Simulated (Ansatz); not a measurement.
`OB(O)[TeH]` + `F[SiH3]` → `F[SiH2][TeH]` + `OBO`  (formal exchange of groups at a Te–B bond)

Gas-phase electronic energies from Ansatz, PBE0-D4/def2-TZVP geometries. CCSD(T)/CBS is the MP2 limit (def2-TZVPP, def2-QZVPP) plus CCSD(T) − MP2 in def2-TZVPP, frozen cores. This one scheme is used for every species. Functionals use def2-TZVPP. def2 core potentials past Kr. For Te outer-core shells are correlated without core-valence functions, which leaves a few kJ/mol of doubt a bond. One conformer a species, not always the lowest.

```csv
level,ΔE (eV)
PBE,-0.37
r2SCAN,-0.33
CCSD(T)/def2-TZVPP,-0.29
MP2/def2-QZVPP,-0.31
```

Question: What does CCSD(T)/CBS give? (Estimate.)

Answer: Computed: -0.33 eV. The listed levels differ from it by -0.04, 0.00, 0.04, 0.02 eV.

Largest T1 diagnostic among the species: 0.013.

In def2-TZVPP, CCSD(T) changes the Hartree–Fock value by +0.06 eV (the triples alone add +0.01 eV) and MP2 by +0.06 eV.
